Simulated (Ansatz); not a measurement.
Input and output for CH4BFOSi, SMILES `FC1([SiH3])BO1`.

```yaml
crystal:
  periodic: [false, false, false]
  atoms:
    - {symbol: F, position_ang: [-0.823641, -0.935934, -1.389523]}
    - {symbol: C, position_ang: [-0.444572, -0.147614, -0.221162]}
    - {symbol: Si, position_ang: [1.171342, -0.614357, 0.255905]}
    - {symbol: B, position_ang: [-1.278891, 0.871806, 0.416474]}
    - {symbol: O, position_ang: [-0.521535, 1.441711, -0.673341]}
    - {symbol: H, position_ang: [1.619687, 0.032631, 1.090544]}
    - {symbol: H, position_ang: [1.858367, -0.618024, -1.153406]}
    - {symbol: H, position_ang: [0.968734, -2.071017, 0.677602]}
    - {symbol: H, position_ang: [-2.234690, 1.374038, 1.133092]}
basis:
  gaussian: {orbitals: 6-31G}
hamiltonian: {xc: {name: BHLYP}}
output: {forces: true}
```

```sh
$ ansatz run in.yaml --threads 2 --pin off --events-out ev --progress --plain --max-ram 4352MiB
```

It prints (some lines left out):

```
Functional definition: BHLYP
  name "BHLYP"
  cite "Becke, J. Chem. Phys. 98, 1372 (1993) doi:10.1063/1.464304"
  cite "Becke, Phys. Rev. A 38, 3098 (1988) doi:10.1103/PhysRevA.38.3098"
  cite "Lee, Yang & Parr, Phys. Rev. B 37, 785 (1988) doi:10.1103/PhysRevB.37.785"
  parameter a = 0.5
  exchange = (1 - a)*b88_x + a*exact_x
  correlation = lyp_c
671 factors; integrals over basis functions are off by at most 2.3e-4 eV
mean field evaluation 1: about -14405.6237 eV, gradient 3.8e1 eV
mean field evaluation 2: about -14398.5663 eV, gradient 7.2e1 eV
mean field evaluation 4: about -14408.5348 eV, gradient 3.0e0 eV
mean field evaluation 8: about -14408.8937 eV, gradient 2.3e-1 eV
mean field evaluation 16: about -14408.8940 eV, gradient 3.8e-5 eV
mean field -14408.89396694 eV, -529.5170865861 hartree, gradient 4.0e-5 eV, S^2 0.000000; 0 other end points of the search recorded, 0 dependent functions left out
the calculation of the forces begins
reference -14408.89411655 eV, -529.5170920839 hartree; 23, 23 occupied and 34, 34 virtual orbitals, 671 factors
Total energy: -14408.89411655 eV, -529.5170920839 hartree
Atom 0 at    -0.823641    -0.935934    -1.389523 Å, force    -0.290429     0.887551     1.976414 eV/Å
Atom 1 at    -0.444572    -0.147614    -0.221162 Å, force    -1.920529     0.454850    -3.840889 eV/Å
Atom 2 at     1.171342    -0.614357     0.255905 Å, force    -1.543524    -9.923593   -10.477014 eV/Å
Atom 3 at    -1.278891     0.871806     0.416474 Å, force    -3.114686     3.686843    -0.658570 eV/Å
Atom 4 at    -0.521535     1.441711    -0.673341 Å, force    -0.899831    -2.314036     2.954336 eV/Å
Atom 5 at     1.619687     0.032631     1.090544 Å, force     5.424027     7.796431     9.871032 eV/Å
Atom 6 at     1.858367    -0.618024    -1.153406 Å, force    -0.043370     0.020913     1.376108 eV/Å
Atom 7 at     0.968734    -2.071017     0.677602 Å, force     0.342894     0.572191    -0.025554 eV/Å
Atom 8 at    -2.234690     1.374038     1.133092 Å, force     2.045448    -1.181150    -1.175863 eV/Å
Dipole moment:     0.109682    -0.052978     0.724822 e Å
```

It took 1.4 s on 2 threads of an Arm Neoverse V2 on a shared host, with 0.4 GiB of host memory at the peak.
